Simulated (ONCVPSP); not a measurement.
**tellurium: variants of one ONCV potential**

Base potential:

| Property | Result |
| --- | --- |
| Element | tellurium (Te) |
| Generator | ONCVPSP 4.0.1 |
| Type | optimised norm-conserving Vanderbilt (ONCV) |
| Functional | PBE |
| Relativity | scalar-relativistic |
| Frozen core | [Kr] |
| Valence charge | 16 |
| Reference configuration | 4d10 5s1.5 5p4.5 |
| Partial waves | 5s: rc 1.55 bohr, ncon 3, nbas 7, qcut 3.7 1/bohr, 1 projector; 5p: rc 1.85 bohr, ncon 4, nbas 7, qcut 4.8 1/bohr, 2 projectors, debl 2.1 Ha; 4d: rc 1.10 bohr, ncon 4, nbas 9, qcut 16.9 1/bohr, 2 projectors, debl 0.8 Ha |
| Local potential | polynomial inside 0.95 bohr (lpopt 5, dvloc0 4 Ha) |
| Core correction | none |

In the d channel the program set the typed energies aside and used -1.556, 0.250 Ha.

All-electron outer shells of the reference configuration (PBE, scalar-relativistic, ld1.x):

| shell | level (eV) | outermost node (bohr) | outermost maximum (bohr) |
| --- | --- | --- | --- |
| 4s | -165.10 | 0.38 | 0.70 |
| 4p | -115.12 | 0.38 | 0.74 |
| 4d | -42.33 | 0.36 | 0.81 |
| 5s | -15.49 | 0.91 | 1.80 |
| 5p | -6.23 | 1.00 | 2.17 |

Cutoffs, loose and tight: the cutoffs (Ha) at which the residual kinetic energy of the hardest occupied pseudo-wave falls to 1 and 0.1 mHa per electron. They do not see the model core or the augmentation charge, which bear on the density cutoff. Test errors are all-electron minus pseudo excitation energies from the reference, over the configurations 4d10 5s2 5p4; 4d10 5s2 5p3; 4d10 5s2 5p2; 4d10 5s0 5p6. A dash means not determined; rows that change the core or the reference have their own tests.

A true bound ghost makes a file unfit for plane-wave use even where its test errors are small: the radial tests pick states by their node count and pass the ghost by.

| change | outcome | cutoff, loose | cutoff, tight | bound ghosts | GHOST(+) flags above zero | largest test error (meV) |
| --- | --- | --- | --- | --- | --- | --- |
| base | generated, projector energies reset by the program | 58 Ha | 73 Ha | s | p | -5.0 |
| s: rc 1.04 | failed: ERROR pspot: first pseudo wave function has node, program will stop | – | – | – | – | – |
| s: rc 1.22 | failed: ERROR pspot: first pseudo wave function has node, program will stop | – | – | – | – | – |
| s: rc 1.36 | generated, projector energies reset by the program | 87 Ha | 104 Ha | s | p | -7.9 |
| s: rc 1.5 | generated, projector energies reset by the program | 58 Ha | 73 Ha | s | p | -6.6 |
| s: rc 1.58 | generated, projector energies reset by the program | 58 Ha | 73 Ha | s | p | -4.0 |
| s: rc 1.78 | generated, projector energies reset by the program | 58 Ha | 73 Ha | s | p | -3.0 |
| s: rc 1.88 | generated, projector energies reset by the program | 58 Ha | 73 Ha | s | p | -5.8 |
| s: rc 2.02 | generated, projector energies reset by the program | 58 Ha | 73 Ha | s | p | -14 |
| s: rc 2.12 | generated, projector energies reset by the program | 58 Ha | 73 Ha | s | p | -21 |

Question: What comes out with this change to the base: s: rc 2.24?

Answer: outcome: generated, projector energies reset by the program; cutoff, loose: 58 Ha; cutoff, tight: 73 Ha; bound ghosts: s; GHOST(+) flags above zero: p; largest test error (meV): -32.

Reading the sweep of the s radius (base included, trends over the rows without a ghost): Bound ghosts are found at 1.36, 1.5, 1.55, 1.58, 1.78, 1.88, 2.02, 2.12, 2.24 bohr. Every judged row has one, so this setting neither creates nor removes them. The generation fails at 1.04, 1.22 bohr.
